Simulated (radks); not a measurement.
Results of a calculation; reference values are marked as such.
Task: These are the eigenvalues of the occupied orbitals of an atom or ion with whole-number occupations (eV). Level of theory: Dirac Kohn-Sham, PBE, spin-unpolarised, spherical densities, point nucleus (a radial shooting solver on a logarithmic mesh with Libxc functionals).

| orbital | eigenvalue |
|---|---|
| 1s1/2 | -48442.68 |
| 2s1/2 | -9380.938 |
| 2p1/2 | -8995.981 |
| 2p3/2 | -8387.879 |
| 3s1/2 | -3248.053 |
| 3p1/2 | -3090.502 |
| 3p3/2 | -2953.795 |
| 3d3/2 | -2697.431 |
| 3d5/2 | -2666.374 |
| 4d3/2 | -1384.370 |

Which element is it, and in what charge state? The configuration may be excited. Open shells, if any, fill j = l - 1/2 first.

Result: Z = 62, samarium, charge +37: Sm37+ in [Ar] 3d6 4d1. The list shows which subshells hold electrons but not how many an open one holds; the 1s level, -1780.2 hartree, gives Z - s = 59.7 by -(Z - s)^2/2, which with screening and relativity narrows Z to a few neighbours, and the depths of the outer levels then fix element, charge and occupations together.
